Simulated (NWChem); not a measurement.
System: C2H6BO2 cation

Here is an NWChem input.

```
start job
memory heap 200 mb stack 700 mb global 900 mb
charge 1
geometry units angstroms noautosym nocenter noautoz
  C      0.042595     2.627479     0.054401
  O     -0.151537     1.234243    -0.218370
  B     -0.002004    -0.000315    -0.184110
  O      0.146208    -1.234878    -0.227096
  C     -0.039044    -2.627678     0.054402
  H     -0.119804     2.791387     1.125984
  H      1.064594     2.892605    -0.240284
  H     -0.693172     3.176380    -0.542980
  H      0.495218    -3.185260    -0.722285
  H      0.384198    -2.831650     1.044726
  H     -1.113318    -2.843870     0.026360
end
basis spherical
  C library def2-tzvp
  O library def2-tzvp
  B library def2-tzvp
  H library def2-tzvp
end
dft
  xc pbe0
  iterations 150
  semidirect filesize 400000000
end
property
  efieldgrad
end
task dft property
```

Coordinates come from a PBE0/def2-SVP optimisation.

Vzz is the largest principal value of the second derivative of the potential at the nucleus (NWChem prints the opposite sign); η is the asymmetry. Non-relativistic.

Atoms are numbered as in the input.

Question: What results follow from this input? (PBE0/def2-TZVP.) Quantities: Vzz O4 (a.u.); η O4; Vzz B3 (a.u.); η B3.

Answer: 
| Item | Result |
|---|---|
| Vzz O4 (a.u.) | 1.441 |
| η O4 | 0.02 |
| Vzz B3 (a.u.) | -0.299 |
| η B3 | 0.03 |
